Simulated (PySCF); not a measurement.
C3HBr2Cl, SMILES ClC=C=C(Br)Br.

Geometry optimised at PBE0-D3(BJ)/def2-SVP. This is a generated structure with no PubChem entry under its InChIKey; it may be hypothetical.

Two levels are set side by side: TDDFT-PBE/def2-SVPD (PySCF) and TDDFT-ωB97X/def2-SVPD (PySCF). Vertical, same geometry. The lowest singlet is HOMO→LUMO 99 % with PBE and HOMO→LUMO 91 % with the other functional; states are paired by order. Differences are taken from unrounded values.

```
quantity                              TDDFT-ωB97X
------------------------------------  -----------
lowest singlet excitation (eV)               4.70
lowest triplet excitation (TDA) (eV)         3.87
```

Problem. What does TDDFT-PBE give, and how far is it from TDDFT-ωB97X? (Estimate from the structure and the level; the computed values follow.)

Solution. 
```csv
quantity,TDDFT-PBE,TDDFT-PBE minus TDDFT-ωB97X
lowest singlet excitation (eV),4.02,-0.68
lowest triplet excitation (TDA) (eV),3.59,-0.28
```

A lower first singlet is the usual sign of a functional without exact exchange. Differences between two approximate levels are no errors against the true value.

Rough cost on one machine, each run with all the roots and properties that it gave: TDDFT-ωB97X against TDDFT-PBE about 10 times.
